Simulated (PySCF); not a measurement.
Ge(H)2(Et)(NH2) (C2H9GeN), SMILES C[CH2][GeH2][NH2]. Atoms are numbered in the order given.

```xyz
13

Ge     0.5080    -0.3521     0.3136
N      1.3161     1.0197    -0.6409
C     -1.3288    -0.5245    -0.3690
C     -2.1016     0.7974    -0.3457
H      1.3495    -1.6171     0.0345
H      0.4672    -0.1011     1.8502
H      0.9818     1.9490    -0.3889
H      2.3319     1.0293    -0.5603
H     -1.2559    -0.9129    -1.3981
H     -1.8453    -1.2949     0.2280
H     -2.1897     1.2012     0.6770
H     -3.1248     0.6793    -0.7392
H     -1.6004     1.5603    -0.9636
```
Charge 0, spin multiplicity 1.

Geometry: B3LYP-D3(BJ)/def2-SVP. Other conformers were not sampled.

The numbers are results of PySCF with PBE/pcSseg-1, not measurements.

GIAO shieldings, no solvent; atoms listed in one row are averaged. δ = σ(ref) − σ: ⁷³Ge against GeH4 (σ = 1614.4 ppm); ¹⁵N against NH3 (σ = 267.0 ppm); ¹³C against TMS (σ = 182.0 ppm); ¹H against TMS (σ = 31.49 ppm), references at their B3LYP-D3(BJ)/def2-TZVP geometries, non-relativistic.

Computed chemical shifts:
| nucleus | atoms | count | δ (ppm) |
|---|---|---|---|
| ⁷³Ge | Ge1 | 1 | 285.6 |
| ¹⁵N | N2 | 1 | 6.9 |
| ¹³C | C3 | 1 | 15.6 |
| ¹³C | C4 | 1 | 12.3 |
| ¹H | H6 | 1 | 5.52 |
| ¹H | H5 | 1 | 5.02 |
| ¹H | H11, H12, H13 | 3 | 1.47 |
| ¹H | H9 | 1 | 1.43 |
| ¹H | H10 | 1 | 1.05 |
| ¹H | H8 | 1 | -0.04 |
| ¹H | H7 | 1 | -0.14 |
